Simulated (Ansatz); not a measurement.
`B1CO1` and `[InH2][CH]1BO1` differ in one atom or group.

Ansatz, PBE0-D4/def2-TZVP geometries, multiplicity 1. 

Elements past krypton have def2 core potentials.

| property | `B1CO1` |
| --- | --- |
| HOMO energy (PBE/def2-TZVPP) / eV | -6.92 |
| HOMO–LUMO gap (PBE0/def2-TZVPP) / eV | 7.87 |
| zero-point energy (PBE0-D4/def2-TZVP) / kJ/mol | 111.0 |
| LUMO energy (B3LYP/def2-TZVPP) / eV | -0.68 |
| LUMO energy (PBE0/def2-TZVPP) / eV | -0.42 |
| HOMO–LUMO gap (PBE/def2-TZVPP) / eV | 5.49 |

Q: What does the change do to each property? (Estimate.)

A: Ansatz gave: 
```
                                      property  `[InH2][CH]1BO1`  shift
             HOMO energy (PBE/def2-TZVPP) / eV             -6.17   0.75
          HOMO–LUMO gap (PBE0/def2-TZVPP) / eV              5.57  -2.30
zero-point energy (PBE0-D4/def2-TZVP) / kJ/mol             113.5    2.5
           LUMO energy (B3LYP/def2-TZVPP) / eV             -2.09  -1.41
            LUMO energy (PBE0/def2-TZVPP) / eV             -1.80  -1.38
           HOMO–LUMO gap (PBE/def2-TZVPP) / eV              3.63  -1.86
```

With PBE0 the HOMO rises by 0.92 eV and the LUMO falls by 1.38 eV, so the gap narrows by about 2.30 eV. PBE moves the HOMO by 0.75 eV and ωB97M-V by 1.06 eV. The zero-point energy changes by 2.5 kJ/mol with +6 modes.

B3LYP here is the variant with VWN-RPA as its local correlation; programs differ in this.
